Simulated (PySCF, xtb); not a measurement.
GeH₈N₂Si, SMILES N[SiH2][GeH2][NH2].

GFN2-xTB (xtb 6.7.1) at its own geometry gives an orbital gap of 4.96 eV and a dipole moment of 2.14 D.

The structure is a stationary point at PBE-D3(BJ)/def2-SVP. This is a generated structure with no PubChem entry under its InChIKey; it may be hypothetical. The values are those of a single conformer.

### Question
What does B3LYP/def2-TZVP run with PySCF give? (The exact figures need the calculation; the answer reports its results.)

### Answer
gap 6.48 eV (levels -6.95 and -0.48 eV), dipole 2.01 D.
